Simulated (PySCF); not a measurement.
PySCF input file for Ti(Cl)4 anion (Cl₄Ti), SMILES [Cl][Ti]([Cl])([Cl])[Cl] (connectivity only; charge and spin as stated), charge -1, multiplicity 2, IEF-PCM-M06-2X/def2-SVPD. Coordinates come from a PBE0-D3(BJ)/def2-SVPD optimisation. The multiplicity is an assumed one; no other spin state was optimised. The isomer is the one that the SMILES or the coordinates give; other isomers of the formula were not compared.

```python
import numpy as np
from pyscf import gto, scf, dft
from pyscf.solvent import pcm

mol = gto.M(
    atom='''
    Ti    0.00000000    0.00000000    0.00000000
    Cl    1.28657338   -1.28657338    1.38561346
    Cl    1.28657338    1.28657338   -1.38561346
    Cl   -1.28657338   -1.28657338   -1.38561346
    Cl   -1.28657338    1.28657338    1.38561346
    ''',
    basis='def2-SVPD',
    charge=-1,
    spin=1,
    max_memory=1600,
    verbose=3,
)
mf = dft.UKS(mol, xc='m06-2x').density_fit(auxbasis='def2-universal-jkfit')
mf.grids.level = 4
mf.conv_tol = 1e-9
mf.max_cycle = 100
mf.kernel()
fine, coarse = mf.grids, dft.Grids(mol).set(level=1).build(with_non0tab=True)
for _ in range(3):  # follow internal instabilities
    mf.grids = coarse
    mo, _, stable, _ = mf.stability(return_status=True, nroots=4)
    mf.grids = fine
    if stable:
        break
    mf.kernel(mf.make_rdm1(mo, mf.mo_occ))
res = {}
for name, eps in {'water': 78.355, 'acetonitrile': 35.688, 'dichloromethane': 8.93}.items():
    s = mf.PCM()
    s.with_solvent.method, s.with_solvent.eps, s.with_solvent.lebedev_order = 'IEF-PCM', eps, 17
    s.kernel(mf.make_rdm1())
    res[name] = (s.e_tot, eps, s.dip_moment(), s.mo_energy, s.converged)
    print(f'{name}: electrostatic solvation free energy {(s.e_tot - mf.e_tot) * 627.509474:.3f} kcal/mol')
```

Program output:

```

WARN: HOMO -0.0909109683804292 >= LUMO -0.0909109683804291

converged SCF energy = -2689.9161107381  <S^2> = 0.75349265  2S+1 = 2.0034896
<class 'pyscf.df.df_jk.DFUKS'> wavefunction is stable in the internal stability analysis

WARN: PCM is an experimental feature. It is still in testing.
Features and APIs may be changed in the future.

converged SCF energy = -2689.98696254943  <S^2> = 0.75347845  2S+1 = 2.0034754

WARN: System has nonzero charge -1; the dipole moment is origin-dependent.
Location of origin: [0. 0. 0.]

Dipole moment(X, Y, Z, Debye):  0.00000,  0.00000, -0.00000
water: electrostatic solvation free energy -44.460 kcal/mol

WARN: PCM is an experimental feature. It is still in testing.
Features and APIs may be changed in the future.

converged SCF energy = -2689.98582303433  <S^2> = 0.753479  2S+1 = 2.003476

WARN: System has nonzero charge -1; the dipole moment is origin-dependent.
Location of origin: [0. 0. 0.]

Dipole moment(X, Y, Z, Debye): -0.00000, -0.00000,  0.00000
acetonitrile: electrostatic solvation free energy -43.745 kcal/mol

WARN: PCM is an experimental feature. It is still in testing.
Features and APIs may be changed in the future.

converged SCF energy = -2689.97959864861  <S^2> = 0.75348173  2S+1 = 2.0034787

WARN: System has nonzero charge -1; the dipole moment is origin-dependent.
Location of origin: [0. 0. 0.]

Dipole moment(X, Y, Z, Debye):  0.00000, -0.00000,  0.00000
dichloromethane: electrostatic solvation free energy -39.839 kcal/mol
```

The calculation finished and met its thresholds.

Cost: roughly 4 core-minutes.
